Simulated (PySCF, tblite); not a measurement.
C4H6BNO4.
Atom-mapped SMILES: `[CH3:1][C@@H:2]([O:3][CH:4]=[O:5])[O:6][B:7]([OH:8])[C:9]#[N:10]` (hydrogens: H11, H12, H13 on C1; H14 on C2; H15 on C4; H16 on O8)

Jobs on this species (16 atoms, 74 electrons) with PySCF (density fitting) and tblite. Hardware of each: Arm Neoverse N1, one thread, no GPU, on a shared host. Times come from a shared host and carry two figures at best.

Task: Rank these jobs by wall time, shortest first.
A. GFN2-xTB; Hessian by finite differences
B. PBE0/pcSseg-1; shieldings, charges and field gradients; 200 basis functions
C. GFN2-xTB; L-BFGS relaxation

Result: A (0.9 s), C (1.7 s), B (68 s).

All jobs:

```
level and settings                                     work  basis functions  SCF cycles  wall time
          GFN2-xTB            Hessian by finite differences                –           –      0.9 s
          GFN2-xTB                        L-BFGS relaxation                –           –      1.7 s
     PBE0/pcSseg-1  shieldings, charges and field gradients              200          16       68 s
```

Task: What do all jobs in the table cost together?

Result: About 71 s; the longest takes about 96 % of that, and about 76 times as long as the shortest.
